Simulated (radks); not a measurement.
The numbers below are computed, except where a source is named.
Problem. Species: Pr20+. Configuration: [Kr] 4d3. Code: a radial shooting solver on a logarithmic mesh with Libxc functionals. Model: scalar-relativistic Kohn-Sham, SCAN, spin-polarised, spherical densities, finite nucleus; open shells are filled with parallel spins first (spin-orbit coupling, left out, can overturn this in heavy ions); meta-GGA in the generalised Kohn-Sham scheme; Fermi nuclear charge, rms radius 4.8919 fm. Some entries of the table are withheld. Estimate them.

orbital  occ.  eigenvalue (hartree)  r(max) (bohr)
1s up       1             -1558.954        0.01541
1s down     1             -1558.951        0.01541
2s up       1             -268.2577        0.08714
2s down     1             -268.1872        0.08714
2p up       3             -241.9969        0.07028
2p down     3             -241.9351        0.07027
3s up       1             -73.10988         0.2479
3s down     1             -73.07421         0.2480
3p up       3             -64.72739         0.2427
3p down     3             -64.68292         0.2428
3d up       5             -53.09384            (1)
3d down     5             -53.02019            (2)
4s up       1                   (3)         0.5609
4s down     1                   (4)         0.5602
4p up       3             -25.33288            (5)
4p down     3             -25.03946            (6)
4d up       3             -21.08985         0.5888

Solution. 
(1) 3d up r(max) (bohr): 0.1995
(2) 3d down r(max) (bohr): 0.1997
(3) 4s up eigenvalue (hartree): -28.29845
(4) 4s down eigenvalue (hartree): -28.00140
(5) 4p up r(max) (bohr): 0.5787
(6) 4p down r(max) (bohr): 0.5781
